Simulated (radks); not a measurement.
Q: Radial electron density D(r) = 4 pi r^2 rho(r) of an atom or ion with 25 electrons. Method: scalar-relativistic Kohn-Sham, PBE, spin-unpolarised, spherical densities, finite nucleus; Fermi nuclear charge, rms radius of each element as measured or else 0.836 A^(1/3) + 0.57 fm; computed with a radial shooting solver on a logarithmic mesh with Libxc functionals.

r (bohr)  D(r) (e/bohr)
0.001952         0.8197
0.002461          1.252
0.003129          1.926
0.003946          2.891
0.005016          4.343
0.006377          6.415
0.008042          9.167
0.01022           12.92
0.01289           17.42
0.01639           22.77
0.02067           28.05
0.02628           32.65
0.03314           35.11
0.04212           34.77
0.05355           31.91
0.06753           28.82
0.08585           28.43
0.1083            32.32
0.1376            38.25
0.1736            40.11
0.2207            34.11
0.2783            24.03
0.3538            17.68
0.4497            19.03
0.5672            21.94
0.721             19.71
0.9093            12.97
1.156             6.098
1.458             2.189
1.853            0.5609
2.337            0.1058
2.971           0.01118

What is the nuclear charge?

A: Z = 29. The innermost maximum, from 1s, lies near gamma/Z bohr with gamma = sqrt(1 - (Z/c)^2) = 0.977, here 0.0337 bohr (found: 0.0365), and its height grows with Z. The density is that of the copper ion Cu4+ in [Ar] 3d7; the configuration itself is not fixed sharply by these data, and Z only to about a unit. D(r) has 3 maxima, at r = 0.0365, 0.165, 0.590 bohr, and minima at 0.0780, 0.377 bohr, inside which lie 2.10, 10.82 electrons.
